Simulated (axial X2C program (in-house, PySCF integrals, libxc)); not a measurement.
# Working with the constants of TeS⁻

A bond curve at the PBE0 level, two-component, was computed with an in-house relativistic program for diatomic molecules (basis Te dyall-acv3z [12s13p9d5f1g], S dyall-av3z [9s8p3d2f] (cores contracted in-house)) for the state Ω = 3/2 (⟨Sz⟩ = 0.50, ⟨Lz⟩ = 1.00 at PBE0). Its fit gives Re = 2.3333 Å, ωe = 404.2 cm⁻¹, ωexe = 1.22 cm⁻¹ and αe = 4.978e-04 cm⁻¹; the masses are 129.9062 and 31.9721 u. Two-component means X2C with spin–orbit coupling and atomic mean-field Coulomb and Gaunt terms.

Q: Find the reduced mass, Be and the force constant.

A: From the PBE0 values: μ = 25.6574 u. Be = 16.8576/(μ Re²) = 0.1207 cm⁻¹. k = 5.8918×10⁻⁷ μ ωe² = 2.47 mdyn/Å.

Q: Estimate De from a Morse curve and compare with the computed well depth of 3.330 eV to Te + S-.

A: De(Morse) = ωe²/(4ωexe) = 4.151 eV against 3.330 eV computed, a ratio of 1.25. The extrapolation overshoots: the well softens faster than a Morse curve, or the lowest atomic limit lies below the one to which the curve heads.

Q: Estimate the centrifugal constant by the Kratzer relation.

A: D = 4Be³/ωe² = 4.30e-08 cm⁻¹.

Q: Where do the fundamental and the first overtone lie?

A: ν(1←0) = ωe − 2ωexe = 401.8 cm⁻¹; ν(2←0) = 2ωe − 6ωexe = 801.1 cm⁻¹.

Q: A Morse curve ties αe to the other constants (Pekeris). How well does that hold?

A: αe(Morse) = 6Be²/ωe × (√(ωexe/Be) − 1) = 4.712e-04 cm⁻¹; the PBE0 curve gives 4.978e-04 cm⁻¹, a ratio of 0.95.

The state is a single determinant with fixed occupations, the lowest that a limited PBE0 search found. Dissociation energies refer to the lowest single-determinant-based atoms at the same level and basis. Density functionals use the spin component along the axis (collinear). A 2c atom that is not at its ground J level misses part of its spin–orbit lowering, and De is too large by that part (0.04 eV or less for light atoms). This holds for PBE0. Without a current term, density functionals place determinants with orbital angular momentum somewhat too high. The highest occupied level of some functionals is positive through self-interaction error; at Hartree–Fock it is bound.
